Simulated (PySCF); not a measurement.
## How methods differ on the ionisation energy of Gd⁵⁵⁺

Gd⁵⁵⁺ [He] 2s2 2p5 [2p1/2^2 2p3/2^3, M_J = 3/2] → Gd⁵⁶⁺ [He] 2s2 2p4 [2p1/2^2 2p3/2^2, M_J = 2], as a difference of total energies. Computed with PySCF 2.14 in an uncontracted even-tempered set (17 s from 36 bohr⁻², ratio 2.4; 13 p from 46 bohr⁻², ratio 2.4; 5 d from 160 bohr⁻², ratio 2.6; 4 f from 240 bohr⁻², ratio 2.6), with the two-component X2C-1e Hamiltonian. Correlated levels: nothing frozen; the 30 highest virtual spinors dropped. "Screened" scales the spin-orbit matrix elements by Boettger's factors to mimic the two-electron term; Breit and QED terms are absent.

| method | ionisation energy (eV) |
| --- | --- |
| GHF (spin-free) | 11774.6 |
| GMP2 (spin-free) | 11776.2 |
| GHF (screened spin-orbit) | 11563.2 |
| GMP2 (screened spin-orbit) | 11564.8 |

For this ion Breit and QED terms and the two-electron picture change, all absent here, outweigh the correlation shift from GHF to GMP2.

The spin-free rows relax to the high-spin LS determinant and lack the spin-orbit shift.

The labels give the starting determinants; with spin-orbit coupling the two ends relaxed to ⟨J²⟩ = 3.75, ⟨L²⟩ = 2.01, ⟨S²⟩ = 0.76 and ⟨J²⟩ = 6.00, ⟨L²⟩ = 3.26, ⟨S²⟩ = 1.38.

For comparison: 11552 ± 5 eV (theoretical estimate listed by NIST; NIST Atomic Spectra Database, ionization energies).
